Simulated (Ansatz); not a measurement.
Compare A (`CCC1CCCC1`) with its isomer B (`C=C(CC)C(C)C`).

Computed with Ansatz on PBE0-D4/def2-TZVP structures; ΔE is electronic, products minus reactants. CBS: MP2 limit from def2 TZ/QZ plus the TZ coupled-cluster correction, frozen cores. DFT in def2-TZVPP. B3LYP here is the variant with VWN-RPA as its local correlation; programs differ in this. Each species was taken in one conformer, which may not be the lowest.

A:

Z-matrix (Å, degrees):
```
C
C 1 1.520
H 1 1.094 2 111.0
H 1 1.093 2 111.5 3 119.9
H 1 1.092 2 111.4 3 -120.0
C 2 1.518 1 113.8 3 -58.1
H 2 1.096 1 109.4 3 64.1
H 2 1.097 1 109.7 3 -179.9
C 6 1.525 2 114.4 1 178.4
C 6 1.529 2 115.0 1 -63.8
H 6 1.100 2 108.5 1 57.7
C 9 1.528 6 104.2 2 166.5
H 9 1.093 6 113.1 2 -70.2
H 9 1.097 6 108.7 2 48.7
C 10 1.537 6 105.3 2 -161.1
H 10 1.097 6 108.5 2 -43.0
H 10 1.092 6 113.2 2 75.5
H 12 1.093 9 109.7 6 87.8
H 12 1.092 9 112.5 6 -153.6
H 15 1.092 10 111.2 6 139.6
H 15 1.092 10 111.0 6 -102.1
```

B:

```xyz
21

C     1.0446    0.1808    1.5975
C     0.1345   -0.0629    0.6595
C    -1.2723   -0.4404    1.0338
C    -2.2534    0.7185    0.8796
C     0.4266    0.0236   -0.8201
C     1.6378    0.8725   -1.1690
C     0.5756   -1.3788   -1.4134
H     2.0543    0.4935    1.3614
H     0.8014    0.0758    2.6495
H    -1.6103   -1.2787    0.4146
H    -1.2880   -0.7917    2.0690
H    -1.9720    1.5501    1.5294
H    -2.2797    1.0926   -0.1467
H    -3.2674    0.4083    1.1427
H    -0.4503    0.4851   -1.2930
H     1.7367    0.9634   -2.2534
H     2.5609    0.4204   -0.7961
H     1.5589    1.8764   -0.7468
H    -0.2914   -2.0085   -1.2045
H     1.4569   -1.8727   -0.9955
H     0.6965   -1.3272   -2.4985
```

**Question.** Which is lower in electronic energy at CCSD(T)/CBS, and by how much? (Estimate.)

**Answer.** The calculation gave: A, by 56.1 kJ/mol.

**Question.** Give E(B) − E(A) in kJ/mol with CCSD/def2-TZVPP, B3LYP, MP2/def2-TZVPP, CCSD(T)/def2-TZVPP, CCSD(T)/def2-SVP, PBE-D4, r2SCAN-D4. (Best estimate.)

**Answer.** Ansatz gave: CCSD/def2-TZVPP 59.7, B3LYP 44.9, MP2/def2-TZVPP 62.2, CCSD(T)/def2-TZVPP 56.7, CCSD(T)/def2-SVP 60.9, PBE-D4 57.9, r2SCAN-D4 57.7. None reverses the order clearly.

Largest T1 diagnostic: 0.009.

From PBE to PBE0 (25 % exact exchange), in def2-TZVPP and without D4, E(B) − E(A) moves by +12.1 kJ/mol. In def2-TZVPP, CCSD(T) changes the Hartree–Fock value by +5.4 kJ/mol (the triples alone add −3.0 kJ/mol) and MP2 by +10.9 kJ/mol.
